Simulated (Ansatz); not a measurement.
`F[SiH2]S[SiH2]Cl` at its PBE0-D4/def2-TZVP geometry, where that method's forces vanish. Total charge 0; spin multiplicity 1.

```xyz
9

F    -1.6721    1.2745   -1.3659
Si   -0.3234    1.4869   -0.5403
S    -0.4245    0.4901    1.3320
Si    0.1973   -1.4325    0.6630
Cl    2.2396   -1.5745    0.5526
H     0.7824    0.9418   -1.3576
H    -0.1837    2.9301   -0.2586
H    -0.3371   -1.7070   -0.6886
H    -0.2785   -2.4094    1.6635
```

(1) What forces (eV/Å) does B3LYP-D4/def2-TZVPP give on these atoms in the Gaussian-basis code of Ansatz? (Estimate.)

Answers

(1) Computed: 
```
F1  -0.172 -0.027 -0.112
Si2  0.247  0.223 -0.059
S3  -0.046  0.059  0.147
Si4 -0.232 -0.267 -0.012
Cl5  0.228 -0.021 -0.014
H6  -0.080  0.055  0.052
H7  -0.004 -0.088 -0.030
H8   0.034  0.009  0.106
H9   0.027  0.058 -0.077
```

B3LYP here is the variant with VWN-RPA as its local correlation; programs differ in this.
